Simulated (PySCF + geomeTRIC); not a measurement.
Species: [Mo(F)5(CH3)] (charge 0, multiplicity 1).

Problem. Give a relaxed geometry from BP86-D3(BJ)/def2-SVP in PySCF + geomeTRIC.

Solution. the end point of this relaxation.
Cartesian coordinates (Å) in one orientation:
```xyz
10

Mo    -0.165     0.277    -0.640
F     -0.713     1.719    -1.669
F      0.508     1.386     0.688
F     -1.776     0.572     0.243
F      1.316    -0.717    -0.111
F      0.371    -0.304    -2.321
C     -1.098    -1.653    -0.579
H     -2.045    -1.533    -1.143
H     -1.308    -1.884     0.483
H     -0.423    -2.392    -1.045
```
